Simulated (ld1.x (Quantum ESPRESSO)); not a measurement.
# Varying the TM potential for Cd (Z = 48)

Base potential:

```
Element                 : cadmium
Generator               : ld1.x (Quantum ESPRESSO) 7.5
Type                    : norm-conserving Troullier–Martins (Kleinman–Bylander form)
Functional              : PBE
Relativity              : scalar-relativistic
Frozen core             : [Ar] 3d10
Valence charge          : 20
Reference configuration : 4s2 4p6 4d10 5s1.75 5p0.25
Partial waves           : 4s (bound): rc 1.40 bohr; 4p (bound): rc 1.20 bohr; 4d (bound): rc 1.10 bohr
Local potential         : the d channel
Core correction         : none
```

Occupied shells without a wave of their own: 5p, 5s. They enter only through the test configuration that unscreens the potential.

All-electron outer shells of the reference configuration (PBE, scalar-relativistic, ld1.x):

```json
{"shell": "3p", "level (eV)": "-601.80", "outermost node (bohr)": "0.14", "outermost maximum (bohr)": "0.32"}
{"shell": "3d", "level (eV)": "-394.17", "outermost node (bohr)": "–", "outermost maximum (bohr)": "0.27"}
{"shell": "4s", "level (eV)": "-106.46", "outermost node (bohr)": "0.43", "outermost maximum (bohr)": "0.79"}
{"shell": "4p", "level (eV)": "-67.51", "outermost node (bohr)": "0.43", "outermost maximum (bohr)": "0.84"}
{"shell": "4d", "level (eV)": "-12.26", "outermost node (bohr)": "0.42", "outermost maximum (bohr)": "0.98"}
{"shell": "5s", "level (eV)": "-6.02", "outermost node (bohr)": "1.06", "outermost maximum (bohr)": "2.32"}
{"shell": "5p", "level (eV)": "-1.45", "outermost node (bohr)": "1.20", "outermost maximum (bohr)": "3.29"}
```

Cutoffs, loose and tight: the cutoffs (Ry, on a coarse ladder) from which the occupation-weighted sum of valence levels, in a spherical-Bessel basis at the reference potential, stays within 10 and 1 mRy of its value at 400 Ry. They do not see the model core or the augmentation charge, which bear on the density cutoff. Test errors are all-electron minus pseudo excitation energies from the reference, over the configurations 4s2 4p6 4d10 5s2 5p0; 4s2 4p6 4d10 5s1 5p0; 4s2 4p6 4d10 5s0 5p0; 4s1 4p6 4d10 5s2 5p0; 4s2 4p6 4d10 5s1.5 5p0; 4s2 4p6 4d8 5s0 5p0; 4s2 4p6 4d10 5s1 5p1. A dash means not determined; rows that change the core or the reference have their own tests.

| change | outcome | cutoff, loose | cutoff, tight | bound ghosts | largest test error (meV) |
| --- | --- | --- | --- | --- | --- |
| base | generated, misses its reference levels by 0.77 eV | 100 Ry | 160 Ry | none | -4248 |
| wave 4s (bound): rc 1.40 bohr becomes 4s (bound): rc 1.12 bohr | generated | 140 Ry | 230 Ry | none | -852 |
| wave 4s (bound): rc 1.40 bohr becomes 4s (bound): rc 1.48 bohr | generated, misses its reference levels by 1.22 eV | 100 Ry | 160 Ry | none | -6622 |
| wave 4s (bound): rc 1.40 bohr becomes 4s (bound): rc 1.60 bohr | generated, misses its reference levels by 1.81 eV | 100 Ry | 160 Ry | none | -9735 |
| wave 4s (bound): rc 1.40 bohr becomes 4s (bound): rc 1.76 bohr | failed: run_pseudo: Errors in PS-KS equation | – | – | – | – |
| wave 4s (bound): rc 1.40 bohr becomes 4s (bound): rc 1.94 bohr | failed: run_pseudo: Errors in PS-KS equation | – | – | – | – |
| wave 4s (bound): rc 1.40 bohr becomes 4s (bound): rc 2.10 bohr | failed: run_pseudo: Errors in PS-KS equation | – | – | – | – |

(1) What comes out with this change to the base: wave 4s (bound): rc 1.40 bohr becomes 4s (bound): rc 1.24 bohr?

(2) What comes out with this change to the base: wave 4s (bound): rc 1.40 bohr becomes 4s (bound): rc 0.94 bohr?

## Answers

(1) outcome: generated, misses its reference levels by 0.33 eV; cutoff, loose: 120 Ry; cutoff, tight: 180 Ry; bound ghosts: none; largest test error (meV): -1817.

(2) outcome: generated; cutoff, loose: 160 Ry; cutoff, tight: 300 Ry; bound ghosts: none; largest test error (meV): -256.

Reading the sweep of the s radius (base included, trends over the rows without a ghost): The loose cutoff falls from 160 Ry at 0.94 to 100 Ry at 1.6 bohr. A larger radius leaves more room for a smooth pseudo-wave, so fewer plane waves are needed; a smaller one forces it to follow the all-electron wave where it bends sharply. The median size of the test errors (rows with all tests solved) rises from 27.8 meV at 0.94 to 1466.5 meV at 1.6 bohr. More of the atom is replaced by a form fitted at one configuration, so other configurations suffer as the radius grows. The generation fails at 1.76, 1.94, 2.1 bohr.
